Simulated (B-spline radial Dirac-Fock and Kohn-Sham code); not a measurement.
**Os⁺ 3s: cross section and angular parameters**

System: the Os⁺ ion, 1s2 2s2 2p6 3s2 3p6 3d10 4s2 4p6 4d10 4f14 5s2 5p6 5d6 6s1; threshold 3038.8 eV (orbital energy of the model). Model: Dirac-Hartree-Slater photoionisation with a Latter tail; cross sections with all multipoles, angular parameters from the dipole term and its interference with E2. Program: a radial atomic solver.

For linearly polarised light dσ/dΩ = σ/(4π) [1 + β P₂(cos θ) + (δ + γ cos²θ) sin θ cos φ], with θ from the polarisation vector and φ the angle between the beam and the projection of the electron momentum on the plane normal to the polarisation.

```
hν (eV)  σ (kb)      β       γ
   4000    17.8  1.913   0.808
   4720    13.9  1.923   0.510
   4950    12.9  1.925   0.437
 5414.7    11.2  1.929   0.311
 8047.8    5.71  1.941  -0.072
  11200       ?      ?       ?
  12700    2.44  1.948  -0.153
  12900    2.37  1.948  -0.149
  15000    1.77  1.949  -0.080
```

Question: Give the values at 11200 eV.

Answer: σ = 3.10 kb, β = 1.946, γ = -0.170. For an s subshell δ is negligible.

Values without a named source are computed, but for edge energies of neutral atoms, which are taken from tables.
